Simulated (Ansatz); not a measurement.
Cd6Te6H18⁺. Charge 1, multiplicity 2. Geometry PBE-D4/def2-SVP, that of the neutral singlet; atoms count from 1.

| atom | x (Å) | y (Å) | z (Å) |
| --- | --- | --- | --- |
| Te1 | -3.975 | 0.515 | 0.651 |
| Cd2 | -2.544 | 2.402 | -0.980 |
| Cd3 | 1.096 | 1.590 | 2.984 |
| Te4 | 0.434 | 2.504 | 0.342 |
| Te5 | -2.225 | 0.744 | -3.309 |
| Cd6 | 2.865 | 1.830 | -1.030 |
| Cd7 | -2.720 | -1.959 | 1.409 |
| Te8 | 0.290 | -1.083 | 2.307 |
| Te9 | -2.373 | -3.053 | -1.228 |
| Cd10 | -0.705 | -1.691 | -3.134 |
| Cd11 | 2.713 | -2.022 | 1.084 |
| Te12 | 1.947 | -0.862 | -1.429 |
| H13 | -1.831 | 1.935 | 3.376 |
| H14 | -3.774 | 1.309 | 2.118 |
| H15 | -2.642 | 4.110 | -0.924 |
| H16 | -1.557 | 2.271 | 4.014 |
| H17 | 1.720 | 2.329 | 4.375 |
| H18 | 0.746 | 4.138 | 0.581 |
| H19 | -1.050 | 1.674 | -4.069 |
| H20 | 1.170 | 2.305 | -3.418 |
| H21 | 1.802 | 2.699 | -3.616 |
| H22 | 4.277 | 2.675 | -1.433 |
| H23 | -2.921 | -2.821 | 2.874 |
| H24 | 0.511 | -1.778 | 3.821 |
| H25 | -1.278 | -4.258 | -0.812 |
| H26 | 0.922 | -4.191 | 0.132 |
| H27 | 0.279 | -2.393 | -4.346 |
| H28 | 4.058 | -2.898 | 1.627 |
| H29 | 1.524 | -4.603 | 0.383 |
| H30 | 3.241 | -1.417 | -2.345 |

In the def2 sets Cd, Te take a core potential; there is no spin–orbit coupling. Single mean-field runs in def2-TZVP are fitted with def2-universal-jkfit. In the doublet geometry the species has come apart into loosely held pieces.

Estimate the Mulliken populations of the heavy atoms from the PBE0/def2-TZVP orbitals of Ansatz.


| atom | charge (e) | spin (α − β) | d electrons |
| --- | --- | --- | --- |
| Te1 | -0.25 | 0.22 | – |
| Cd2 | 0.43 | -0.01 | 9.98 |
| Cd3 | 0.43 | 0.00 | 9.97 |
| Te4 | -0.40 | 0.09 | – |
| Te5 | -0.27 | 0.17 | – |
| Cd6 | 0.44 | 0.01 | 9.97 |
| Cd7 | 0.42 | -0.01 | 9.98 |
| Te8 | -0.43 | 0.02 | – |
| Te9 | -0.19 | 0.36 | – |
| Cd10 | 0.42 | -0.01 | 9.98 |
| Cd11 | 0.43 | 0.00 | 9.97 |
| Te12 | -0.42 | 0.04 | – |
Mulliken values depend strongly on the basis.

Where does the spin sit?

Summed by element: Te 0.90, Cd -0.02, H 0.12, of 1 unpaired in all. Largest on single atoms: Te9 0.36, Te1 0.22, Te5 0.17.

And the Mayer bond orders between heavy atoms (over 0.3)?

Te1–Cd2 0.56 (2.88 Å); Te1–Cd7 0.51 (2.88 Å); Cd2–Te5 0.57 (2.88 Å); Cd3–Te4 0.48 (2.87 Å); Cd3–Te8 0.50 (2.87 Å); Te4–Cd6 0.48 (2.87 Å); Te5–Cd10 0.53 (2.88 Å); Cd6–Te12 0.49 (2.87 Å); Cd7–Te9 0.50 (2.88 Å); Te8–Cd11 0.50 (2.87 Å); Te9–Cd10 0.51 (2.88 Å); Cd11–Te12 0.49 (2.87 Å).
